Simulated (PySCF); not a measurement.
PySCF input for Zn(SeH)(OSiH3) (H4OSeSiZn), SMILES [SiH3][O][Zn][SeH], IEF-PCM-ωB97X/def2-SVP. Coordinates come from a B3LYP-D3(BJ)/def2-SVP optimisation. The structure was generated by enumeration; whether it is a known compound was not checked. Other conformers were not sampled.

```python
import numpy as np
from pyscf import gto, scf, dft
from pyscf.solvent import pcm

mol = gto.M(
    atom='''
    Zn    0.06883181    0.09888215   -0.16881968
    Se   -1.02173201    0.99782532    1.62945764
    H    -2.28408567    0.35228805    1.21113544
    O     0.93866642   -0.50358124   -1.59567838
    Si    1.57722714   -1.87475070   -2.24303202
    H     0.51152208   -2.85133233   -2.63787807
    H     2.48569339   -2.57843059   -1.28008585
    H     2.37029248   -1.53989053   -3.46226564
    ''',
    basis='def2-SVP',
    charge=0,
    spin=0,
    max_memory=1600,
    verbose=3,
)
mf = dft.RKS(mol, xc='wb97x').density_fit(auxbasis='def2-universal-jkfit')
mf.grids.level = 3
mf.conv_tol = 1e-9
mf.max_cycle = 100
mf.kernel()
res = {}
for name, eps in {'water': 78.355, '1-octanol': 9.8629, 'acetone': 20.493}.items():
    s = mf.PCM()
    s.with_solvent.method, s.with_solvent.eps, s.with_solvent.lebedev_order = 'IEF-PCM', eps, 29
    s.kernel(mf.make_rdm1())
    res[name] = (s.e_tot, eps, s.dip_moment(), s.mo_energy, s.converged)
    print(f'{name}: electrostatic solvation free energy {(s.e_tot - mf.e_tot) * 627.509474:.3f} kcal/mol')
```

Program output:

```
converged SCF energy = -4547.50689027516

WARN: PCM is an experimental feature. It is still in testing.
Features and APIs may be changed in the future.

converged SCF energy = -4547.53355170156
Dipole moment(X, Y, Z, Debye): -0.91634, -0.41274,  0.10630
water: electrostatic solvation free energy -16.730 kcal/mol

WARN: PCM is an experimental feature. It is still in testing.
Features and APIs may be changed in the future.

converged SCF energy = -4547.52930011871
Dipole moment(X, Y, Z, Debye): -0.92722, -0.33913,  0.18044
1-octanol: electrostatic solvation free energy -14.062 kcal/mol

WARN: PCM is an experimental feature. It is still in testing.
Features and APIs may be changed in the future.

converged SCF energy = -4547.53173761865
Dipole moment(X, Y, Z, Debye): -0.92124, -0.38039,  0.13801
acetone: electrostatic solvation free energy -15.592 kcal/mol
```

The calculation finished and met its thresholds.
